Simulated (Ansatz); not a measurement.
Ideal-gas functions of CHBF4O, SMILES `FBOC(F)(F)F` at 800 K and 1 bar, from an Ansatz frequency run at PBE0-D4/def2-TZVP.

Molar mass 115.82 g/mol, point group Cs (symmetry number 1), electronic degeneracy 1, moments of inertia 93.278, 316.137, 321.41 u Å². Harmonic wavenumbers (cm⁻¹, unscaled): 78, 121, 170, 391, 439, 440, 618, 631, 695, 910, 922, 1100, 1192, 1231, 1259, 1321, 1442, 2701.

Use S(trans) = R[1.5 ln M + 2.5 ln T − 1.1517]; rotational temperatures θ = 24.2544 K / I; S(rot) = R[ln(√π/σ · √(T³/θAθBθC)) + 1.5]; for each mode x = 1.438777 ν̃/T, S = R[x/(eˣ − 1) − ln(1 − e⁻ˣ)] and H = RT x/(eˣ − 1); 1 cm⁻¹ = 0.0119627 kJ/mol; R = 8.31446 J/(mol·K).

**Question.** By hand: the entropy, in J/(mol·K).

**Answer.** Translation 188.6. Rotation: θ = 0.26, 0.0767, 0.0755 K, giving 127.6. Vibration, mode by mode: 24.65, 21.01, 18.20, 11.41, 10.49, 10.47, 7.85, 7.70, 6.98, 5.09, 5.00, 3.88, 3.40, 3.22, 3.10, 2.84, 2.39, 0.38, in all 148.1. Electronic 0.0. Sum 464.3 J/(mol·K).

**Question.** By hand: H − E and G − E in kJ/mol, counted from the electronic energy.

**Answer.** Zero-point energy ½ × 15661 × 0.0119627 = 93.7; thermal vibration 57.7; translation, rotation and pV give 4 RT = 26.6. H − E = 178.0 kJ/mol, and G − E = 178.0 − 800 × 464.3/1000 = -193.4 kJ/mol.

Vibration gives 32 % of the entropy, 45.7 J/(mol·K) of it from the modes under 150 cm⁻¹: soft modes count most, and the harmonic formula is weakest for them. The sum counts one conformer and one mirror image; others add a mixing term.
